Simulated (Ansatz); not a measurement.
C$_{2}$H$_{5}$BN$_{2}$, SMILES `B1C=NCN1`, relaxed with RKS PBE0-D4/def2-TZVP in the Gaussian-basis code of Ansatz from a PBE-D4/def2-SVP geometry. The force threshold is 0.005 eV/Å; the program also tests the step.

Charge 0, multiplicity 1.

Start:

```xyz
10

B    -0.803   -0.853    0.419
C     0.718   -1.180    0.133
N     1.364   -0.133   -0.299
C     0.445    0.975   -0.364
N    -0.864    0.509    0.077
H    -1.732   -1.517    0.821
H     1.283   -2.126    0.243
H     0.828    1.807    0.273
H     0.419    1.369   -1.408
H    -1.658    1.148    0.104
```

```json
{"step": "1", "energy (eV)": "-5807.4099", "largest force (eV/Å)": "1.114", "largest move (Å)": "0.000"}
{"step": "2", "energy (eV)": "-5807.4570", "largest force (eV/Å)": "0.318", "largest move (Å)": "0.023"}
{"step": "3", "energy (eV)": "-5807.4612", "largest force (eV/Å)": "0.019", "largest move (Å)": "0.009"}
{"step": "4", "energy (eV)": "-5807.4612", "largest force (eV/Å)": "0.012", "largest move (Å)": "0.001"}
{"step": "5", "energy (eV)": "-5807.4612", "largest force (eV/Å)": "0.005", "largest move (Å)": "0.001"}
{"step": "6", "energy (eV)": "-5807.4612", "largest force (eV/Å)": "0.001", "largest move (Å)": "0.000"}
```

End:

```xyz
10

B    -0.798   -0.842    0.415
C     0.713   -1.170    0.132
N     1.346   -0.137   -0.293
C     0.440    0.973   -0.362
N    -0.856    0.504    0.077
H    -1.710   -1.499    0.810
H     1.270   -2.099    0.239
H     0.819    1.784    0.272
H     0.413    1.349   -1.392
H    -1.637    1.135    0.103
```

It took 51 s on 2 threads of an AMD EPYC on a shared host, with 0.41 GiB of host memory at the peak.
